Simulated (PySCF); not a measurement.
**Computed vibrations of EuCl3(NH3)**

EuCl3(NH3) (singlet in the valence; each metal's 4f electrons, 6 of them, lie in its core potential, out of spins and levels). PySCF 2.14.0, RKS PBE0, Eu lcecp-1-SVP with ECP52, Cl def2-SVP, N def2-SVP, H def2-SVP; non-relativistic Hamiltonian with scalar-relativistic core potentials where named; density fitting; no spin-orbit coupling. Central differences of gradients.

```xyz
8

Eu    0.0489   -0.0489    0.0489
Cl    1.1913    1.8970    1.1913
Cl   -1.8970   -1.1913    1.1913
Cl    1.1913   -1.1913   -1.8970
N    -1.3968    1.3968   -1.3968
H    -2.0068    2.0068   -0.8478
H    -0.8478    2.0068   -2.0068
H    -2.0068    0.8478   -2.0068
```

Run from Python with OMP_NUM_THREADS=2. Where DIIS fails, smearing, a level shift and second-order steps follow.
It took 86 s on 2 threads of Arm Neoverse V1, on a shared host.

**Question.** What are the harmonic wavenumbers and infrared intensities?

**Answer.** Modes are labelled in C3v; negative numbers are unstable modes, those under 60 cm⁻¹ near the noise; a finer grid moves soft modes by up to 10 cm⁻¹.
```
cm⁻¹  km/mol  symmetry
  58     5.1         e
  58     5.1         e
  58    31.4        a1
  73     4.8         e
  73     4.8         e
 120     0.0        a2
 312     5.6        a1
 320     2.3        a1
 337    82.3         e
 337    82.3         e
 548    52.0         e
 548    52.0         e
1219   161.3        a1
1627    26.6         e
1627    26.6         e
3486    38.8        a1
3607    54.6         e
3607    54.6         e
```

**Question.** Is this a minimum?

**Answer.** Yes, within the noise of the softest modes. Ideal gas at 298.15 K and 1 bar: S = 442.1 J/(mol K), Cp = 120.5 J/(mol K), H − H(0 K) = 27.5 kJ/mol (rigid rotor, harmonic modes, spin degeneracy alone, that of the 4f electrons in the core included; the modes under 60 cm⁻¹ make these uncertain).

An lcecp potential fixes the number of 4f electrons, so in runs with it no electron can move into or out of that shell.
